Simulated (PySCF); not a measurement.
UHF on Xe⁺ (xenon, charge +1), [Kr] 4d10 5s1 5p5 5d1, one real determinant (an excited configuration). Calculation: PySCF 2.14, in aug-cc-pwCVTZ-DK3; scalar relativity by spin-free X2C-1e.

```
cycle= 3 E= -7441.85821968442  delta_E= -0.000933  |g|= 0.00912  |ddm|= 0.102
cycle= 4 E= -7441.8591271149  delta_E= -0.000907  |g|= 0.00859  |ddm|= 0.114
cycle= 5 E= -7441.8607215261  delta_E= -0.00159  |g|= 0.00751  |ddm|= 0.236
cycle= 6 E= -7441.86250550308  delta_E= -0.00178  |g|= 0.00651  |ddm|= 0.382
cycle= 7 E= -7441.86206118278  delta_E= 0.000444  |g|= 0.00606  |ddm|= 0.124
cycle= 8 E= -7441.86359140196  delta_E= -0.00153  |g|= 0.0132  |ddm|= 0.763
cycle= 9 E= -7441.86360648557  delta_E= -1.51e-05  |g|= 0.0125  |ddm|= 0.0139
cycle= 10 E= -7441.86368523276  delta_E= -7.87e-05  |g|= 0.0105  |ddm|= 0.0537
cycle= 11 E= -7441.86379422252  delta_E= -0.000109  |g|= 0.00612  |ddm|= 0.0929
cycle= 12 E= -7441.86385218293  delta_E= -5.8e-05  |g|= 0.000968  |ddm|= 0.128
cycle= 13 E= -7441.86385400644  delta_E= -1.82e-06  |g|= 8.82e-05  |ddm|= 0.0327
cycle= 14 E= -7441.8638540143  delta_E= -7.86e-09  |g|= 2.32e-05  |ddm|= 0.0005
cycle= 15 E= -7441.86385401492  delta_E= -6.22e-10  |g|= 3.18e-06  |ddm|= 0.000291
converged SCF energy = -7441.86385401492  <S^2> = 3.7622632  2S+1 = 4.0061269
```

Highest occupied orbital energy: -9.292 eV; ⟨L²⟩ = 5.32; populations by l: s 9.45, p 23.00, d 20.55, f 0.00.

Q: Can this result be used?

A: Not for this state. Self-consistency was reached. ⟨L²⟩ = 5.32 against 12 for a pure F term, so this real determinant mixes terms. The outer electron is Rydberg-like, and this basis confines it to a smaller radius and binds it less than a complete one would. The s, p, d and f populations moved away from the nominal configuration during the SCF.
